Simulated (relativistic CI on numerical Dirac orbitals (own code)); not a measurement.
**Slater and spin-orbit integrals, Xe XXXV**

Method of calculation: Dirac-Coulomb-Breit CI, orbitals from a KLI potential per configuration, QED by a radiative potential, unscaled Slater integrals (own radial code, finite nucleus).

Slater integrals F^k, G^k are unscaled and averaged over j, outside the closed core [Ne]; ζ comes from projecting the Hamiltonian with its Breit term on Σ l·s of the shell.

- 3s²3p⁶3d²: F^2(3d,3d) = 412950, F^4(3d,3d) = 266700, ζ(3d) = 52822 cm⁻¹; <r>(3d) = 0.2474, <r^2>(3d) = 0.07097 (bohr units).
- 3s²3p⁵3d³: ζ(3p) = 397210, F^2(3d,3d) = 412100, F^4(3d,3d) = 266130, F^2(3p,3d) = 357730, G^1(3p,3d) = 382550, G^3(3p,3d) = 255290, ζ(3d) = 52186 cm⁻¹; <r>(3p) = 0.2778, <r^2>(3p) = 0.08915, <r>(3d) = 0.2479, <r^2>(3d) = 0.07124 (bohr units).
- 3s3p⁶3d³: F^2(3d,3d) = 411740, F^4(3d,3d) = 265890, G^2(3s,3d) = 287950, ζ(3d) = 52513 cm⁻¹; <r>(3s) = 0.2847, <r^2>(3s) = 0.09237, <r>(3d) = 0.2481, <r^2>(3d) = 0.07136 (bohr units).

**Question.** Give the Racah parameters of the d shell in 3s²3p⁶3d².

**Answer.** B = F²/49 − 5F⁴/441 = 5404 cm⁻¹ and C = 35F⁴/441 = 21167 cm⁻¹.

Averages of the first 10 configurations, taken without configuration mixing, which lowers the lowest level and can move excited configurations by several eV; other configurations of the list can lie among them:

| Configuration | Parity | States | Average energy above the lowest level (eV) |
| --- | --- | --- | --- |
| 3s²3p⁶3d² | even | 45 | 24.4 |
| 3s²3p⁵3d³ | odd | 720 | 247.4 |
| 3s3p⁶3d³ | even | 240 | 434.8 |
| 3s²3p⁶3d4s | even | 20 | 909.4 |
| 3s²3p⁶3d4p | odd | 60 | 978.4 |
| 3s²3p⁶3d4d | even | 100 | 1066.9 |
| 3s²3p⁵3d²4s | odd | 540 | 1125.2 |
| 3s²3p⁶3d4f | odd | 140 | 1140.8 |
| 3s²3p⁵3d²4p | even | 1620 | 1194.3 |
| 3s²3p⁵3d²4d | odd | 2700 | 1282.4 |
